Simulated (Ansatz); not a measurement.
Which isomer of Ge2H7N gives these data?

These gas-phase data were calculated for one isomer of Ge2H7N at B3LYP/6-31G* (harmonic, unscaled wavenumbers; equilibrium rotational constants with average atomic masses):

| Item | Value |
| --- | --- |
| rotational constants | 9.92, 1.681, 1.497 GHz |
| all wavenumbers above 1500 cm⁻¹ | 3582, 3485, 2121, 2112, 2104, 2096, 2030, 1626 |
| dipole moment | 1.16 D (PBE0/def2-TZVPD) |

Candidates:

(1) `[GeH3][NH][GeH3]`, a singlet
(2) `[NH2][GeH2][GeH3]`, a singlet

Task: Which candidate do the data belong to?

Result: Candidate (2). 2 modes lie between 3250 and 3800 cm⁻¹, one for each N–H bond, while (1) has 1.

The same quantities for all candidates:

```tsv
	rotational constants (GHz)	wavenumbers above 1500 cm⁻¹	dipole (D)	E above the lowest, B3LYP/6-31G* (kcal/mol)
(1)	20.1, 1.196, 1.164	3533, 2140, 2132, 2117, 2112, 2073, 2062	0.67	7.4
(2)	9.92, 1.681, 1.497	3582, 3485, 2121, 2112, 2104, 2096, 2030, 1626	1.16	0.0
```

Harmonic stretches to hydrogen usually lie a few per cent above observed fundamentals. Each candidate is one conformer. Programs: Ansatz 0.2.0.
